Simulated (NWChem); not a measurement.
Species: CH6BeSi; SMILES [CH3][Be][SiH3]

Computed with NWChem. Medium grid unless said otherwise, to which SCAN and Minnesota functionals are sensitive. Geometry: optimised at B3LYP/6-31G* (spherical d).

For level B3LYP/def2-TZVP:

| Property | Value |
|---|---|
| highest occupied level (eV) | -7.49 |
| orbital gap (eV) | 6.37 |

**Question.** Estimate the same quantities for level SCAN/def2-TZVP.

**Answer.** The highest occupied level (eV) is -6.79 and the orbital gap (eV) is 5.33.
